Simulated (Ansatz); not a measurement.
Stepwise reaction of `CS[Si]SC` with ammonia, as a gas-phase model of exchange steps in deposition or etching. ΔE in kJ/mol; ΔG adds harmonic PBE0-D4 terms to CCSD(T)/CBS, at 1 bar.

Calculated with Ansatz (gas phase, PBE0-D4/def2-TZVP geometries, no zero-point term in ΔE). CCSD(T)/CBS is the MP2 limit (def2-TZVPP, def2-QZVPP) plus CCSD(T) − MP2 in def2-TZVPP, frozen cores. This one scheme is used for every species. DFT in def2-TZVPP. B3LYP here is the variant with VWN-RPA as its local correlation; programs differ in this. One conformer a species, not always the lowest.

```json
{"step": "1", "reaction": "`CS[Si]SC` + NH₃ → `CS[Si]N` + CH₃SH", "PBE-D4": "-8.4", "B3LYP-D4": "-18.5", "ωB97M-V": "-27.4", "CCSD(T)/CBS": "-19.7", "ΔG(400 K)": "-36.8"}
```

**Question.** Give the row of step 2, `CS[Si]N` + NH₃ → `N[Si]N` + CH₃SH. (An estimate is asked.)

**Answer.** Computed: 
```
step                            reaction  PBE-D4  B3LYP-D4  ωB97M-V  CCSD(T)/CBS  ΔG(400 K)
   2  `CS[Si]N` + NH₃ → `N[Si]N` + CH₃SH    20.7      10.0      6.8         10.6        1.1
```

**Question.** By hand: ΔE of the 2 steps together at CCSD(T)/CBS.

**Answer.** (-19.7) + (10.6) = -9.1 kJ/mol, or -4.5 kJ/mol a step.

In ΔE each step is higher than the one before. ΔG lies between -36.8 and 1.1 kJ/mol a step. PBE-D4 differs from CCSD(T)/CBS by 10.1 to 11.3 kJ/mol a step. Isolated molecules leave out the surface, adducts and barriers. Largest T1 diagnostic: 0.015.
